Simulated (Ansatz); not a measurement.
In4N4H16, a cluster cut from zinc blende InN (hydrogen-capped). Charge 0, multiplicity 1. Geometry r2SCAN-D4/def2-SVP.

| atom | x (Å) | y (Å) | z (Å) |
| --- | --- | --- | --- |
| N1 | 1.2301 | -1.2168 | -1.2834 |
| N2 | -1.9795 | -0.6819 | 0.5321 |
| N3 | -0.3263 | 1.8220 | -1.1173 |
| N4 | 1.0701 | 0.0802 | 1.8654 |
| In5 | 0.9612 | 0.6344 | -2.5061 |
| In6 | -2.4100 | 1.1870 | -0.6157 |
| In7 | 2.4091 | -1.2001 | 0.6153 |
| In8 | -0.9471 | -0.6297 | 2.5141 |
| H9 | 1.7433 | -1.8578 | -1.8989 |
| H10 | 0.3343 | -1.6944 | -1.1491 |
| H11 | -2.9065 | -1.0705 | 0.7393 |
| H12 | -1.5626 | -1.3933 | -0.0751 |
| H13 | -0.4458 | 2.7235 | -1.5931 |
| H14 | 0.1899 | 2.0761 | -0.2702 |
| H15 | 1.0135 | 1.0272 | 1.4799 |
| H16 | 1.5883 | 0.2178 | 2.7405 |
| H17 | -0.0840 | 0.2173 | -3.8168 |
| H18 | 2.5165 | 1.3862 | -2.5052 |
| H19 | -3.0898 | 0.6957 | -2.1259 |
| H20 | -2.9945 | 2.2979 | 0.5712 |
| H21 | 2.2703 | -2.7792 | 1.3018 |
| H22 | 3.8072 | -0.2528 | 0.2515 |
| H23 | -0.6989 | -2.2719 | 2.9890 |
| H24 | -1.6891 | 0.6832 | 3.3568 |

In the def2 sets In takes a core potential; there is no spin–orbit coupling. Single mean-field runs in def2-TZVP are fitted with def2-universal-jkfit.

Estimate the orbital energies around the gap (eV) in Ansatz with PBE-D4/def2-SVP, PBE-D4/def2-TZVP, PBE0-D4/def2-SVP, PBE0-D4/def2-TZVP, ωB97X-V/def2-TZVP.


| orbital | PBE-D4/def2-SVP | PBE-D4/def2-TZVP | PBE0-D4/def2-SVP | PBE0-D4/def2-TZVP | ωB97X-V/def2-TZVP |
| --- | --- | --- | --- | --- | --- |
| HOMO−9 | -8.42 | -8.50 | -9.89 | -9.94 | -12.46 |
| HOMO−8 | -8.01 | -8.11 | -9.36 | -9.43 | -11.96 |
| HOMO−7 | -7.63 | -7.65 | -9.02 | -9.02 | -11.48 |
| HOMO−6 | -7.05 | -7.10 | -8.32 | -8.34 | -10.75 |
| HOMO−5 | -7.05 | -7.10 | -8.32 | -8.34 | -10.75 |
| HOMO−4 | -6.79 | -6.86 | -8.01 | -8.06 | -10.49 |
| HOMO−3 | -6.57 | -6.63 | -7.78 | -7.83 | -10.21 |
| HOMO−2 | -6.57 | -6.63 | -7.77 | -7.83 | -10.21 |
| HOMO−1 | -6.52 | -6.57 | -7.75 | -7.78 | -10.12 |
| HOMO | -6.38 | -6.45 | -7.56 | -7.61 | -9.96 |
| LUMO | -1.46 | -1.70 | -0.73 | -1.00 | 0.56 |
| LUMO+1 | -1.24 | -1.56 | -0.37 | -0.73 | 1.09 |
| LUMO+2 | -0.78 | -1.02 | -0.01 | -0.30 | 1.29 |
| LUMO+3 | -0.78 | -1.02 | -0.01 | -0.30 | 1.29 |
| LUMO+4 | 0.23 | -0.14 | 1.07 | 0.60 | 1.94 |
| LUMO+5 | 0.37 | 0.07 | 1.08 | 0.65 | 1.94 |
